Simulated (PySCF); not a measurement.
Job file and geometry (Å, from PBE0-D3(BJ)/def2-SVP) of an NMR shielding run on SMILES C[Si](C)(C)C, C4H12Si, PySCF 2.14.0, density-fitted response routines, GIAO PBE0/STO-3G NMR shielding, non-relativistic, gas phase; density fitting, a coarse starting grid and PySCF grid level 2 are the driver's defaults:

```
{"job": {"kind": "nmr", "xc": "PBE0", "basis": "STO-3G", "pop": false}, "charge": 0, "multiplicity": 1}
C     -0.179095    -1.240309    -1.408620
Si    -0.000872     0.000226    -0.001321
C     -0.054572     1.750508    -0.696961
C     -1.413246    -0.230684     1.224781
C      1.643636    -0.275078     0.876139
H     -1.133765    -1.101135    -1.940843
H     -0.151924    -2.275440    -1.032263
H      0.634467    -1.127982    -2.143047
H      0.042513     2.499851     0.104915
H     -1.005052     1.940457    -1.220931
H      0.764164     1.918485    -1.414862
H     -2.390278    -0.073420     0.740439
H     -1.408490    -1.246897     1.650468
H     -1.333099     0.483850     2.059684
H      1.706049    -1.292297     1.294734
H      2.489799    -0.144479     0.182616
H      1.775754     0.438393     1.705253
```

Task: What does the program print?

Result: 
```
coarse grid: 13408 points
cycle   1  E = -443.6611547698  dE = -2.105e-01  |g| = 3.851e-01  |ddm| = 4.555e+00
cycle   2  E = -443.6752071734  dE = -1.405e-02  |g| = 3.222e-01  |ddm| = 9.364e-01
cycle   3  E = -443.7074421136  dE = -3.223e-02  |g| = 5.992e-03  |ddm| = 4.265e-01
cycle   4  E = -443.7074550780  dE = -1.296e-05  |g| = 2.320e-03  |ddm| = 1.495e-02
cycle   5  E = -443.7074571864  dE = -2.108e-06  |g| = 3.644e-05  |ddm| = 4.040e-03
final grid: 121224 points
cycle   6  E = -443.6789338264  dE = -6.313e-06  |g| = 4.602e-03  |ddm| = 1.448e-02
cycle   7  E = -443.6789357241  dE = -1.898e-06  |g| = 3.932e-03  |ddm| = 1.120e-02
cycle   8  E = -443.6789405173  dE = -4.793e-06  |g| = 3.850e-05  |ddm| = 5.147e-03
cycle   9  E = -443.6789405178  dE = -4.663e-10  |g| = 1.158e-05  |ddm| = 7.682e-05
converged SCF energy = -443.6789405178

GIAO shielding tensors (ppm)
atom      isotropic    diamagn.    paramagn.     s11        s22        s33       span
  0 C      234.696     247.363     -12.667    231.177    236.445    236.466      5.288
  1 Si     517.600     871.344    -353.744    517.520    517.621    517.660      0.141
  2 C      234.684     247.366     -12.682    231.179    236.424    236.449      5.270
  3 C      234.678     247.370     -12.693    231.167    236.424    236.442      5.275
  4 C      234.699     247.371     -12.672    231.179    236.458    236.461      5.282
  5 H       32.604      31.455       1.149     26.994     29.613     41.206     14.211
  6 H       32.605      31.452       1.153     27.001     29.604     41.211     14.210
  7 H       32.604      31.454       1.151     26.999     29.607     41.207     14.207
  8 H       32.605      31.462       1.143     26.998     29.609     41.207     14.208
  9 H       32.604      31.458       1.146     26.998     29.608     41.207     14.208
 10 H       32.605      31.459       1.146     27.001     29.605     41.208     14.207
 11 H       32.604      31.455       1.149     27.001     29.605     41.207     14.206
 12 H       32.604      31.456       1.149     27.002     29.602     41.208     14.206
 13 H       32.604      31.464       1.140     26.993     29.617     41.202     14.209
 14 H       32.606      31.458       1.147     27.003     29.602     41.212     14.209
 15 H       32.605      31.462       1.143     26.996     29.611     41.208     14.213
 16 H       32.605      31.463       1.142     26.998     29.610     41.206     14.208
```

Size and cost of the density-fitted run: 41 basis functions, about 2.5 core-seconds.
